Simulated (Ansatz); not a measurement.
System: H2BSeO, charge 0, doublet. H2BSeO (SMILES OB[Se], doublet).
B3LYP-D3(BJ)/def2-TZVP minimum from Ansatz (a first-principles code):
```xyz
5

B     -0.6102     0.6216    -0.8500
H     -1.2832     0.1245    -1.7005
O     -0.5085     1.9702    -0.8149
H      0.0440     2.3312    -0.1132
Se     0.2458    -0.6272     0.3701
```
Charge 0, spin multiplicity 2.

Wanted: atomisation energy (electronic, to ground-state atoms), in kJ/mol. UHF or UKS for unpaired electrons; spin-orbit terms are left out. Cores are frozen in correlated methods (noble-gas shells, and filled d and f shells in the p block). No relativity. CBS(X,Y): correlation extrapolated as X^-3, Hartree-Fock from the larger set. A bracket is a step between two methods taken in the basis named. Double hybrids freeze cores in their MP2 part. Where a partner has so few electrons that a lower coupled-cluster level is exact, that level stands in.

CCSD(T)/CBS(cc-pVTZ,cc-pVQZ) + [CCSDT(Q) - CCSD(T)]/cc-pVDZ (Ansatz) gives 1740.9 kJ/mol.

Question: How far off this value is PBE/def2-TZVPD (Ansatz), in which direction, and how far these levels: B3LYP/def2-TZVPD, PBE0/def2-TZVPD, wB97M-V/def2-TZVPD, B2PLYP/def2-TZVPD, CCSD(T)/CBS(cc-pVTZ,cc-pVQZ)?

Answer: PBE gives 1790.4 kJ/mol, 49.5 kJ/mol above it. Differences of the others: B3LYP/def2-TZVPD (Ansatz) -3.0; PBE0/def2-TZVPD (Ansatz) 5.3; wB97M-V/def2-TZVPD (Ansatz) 9.4; B2PLYP/def2-TZVPD (Ansatz) -13.2; CCSD(T)/CBS(cc-pVTZ,cc-pVQZ) (Ansatz) -2.4 kJ/mol.
